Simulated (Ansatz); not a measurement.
Diatomic H2-, multiplicity 2 (lowest of 2S+1 = 2, 4 at CCSD(T)/def2-TZVPP on PBE0 minima; our sources give no spin for the ground state, which may be another).

Seven points along R, fitted to fifth degree in 1/R; most abundant isotopes. In def2 and cc sets the state is the lowest found near the PBE0 minimum, followed along R.

Programs: Ansatz (Gaussian basis) for Hartree–Fock, density functionals and correlated methods. Each number belongs to the level named beside it.

```csv
level,r_e (Å),ω_e (cm⁻¹),α_e (cm⁻¹),B_e (cm⁻¹)
PBE/def2-TZVPP,1.149,875,8.8,25.3
r2SCAN/def2-TZVPP,1.153,740,17,25.2
PBE0/def2-TZVPP,1.139,923,8.0,25.8
CCSD/def2-TZVPP,1.182,840,5.3,23.9
CCSD(T)/def2-TZVPP,1.180,852,5.3,24.0
```

Ansatz is an electronic-structure program.
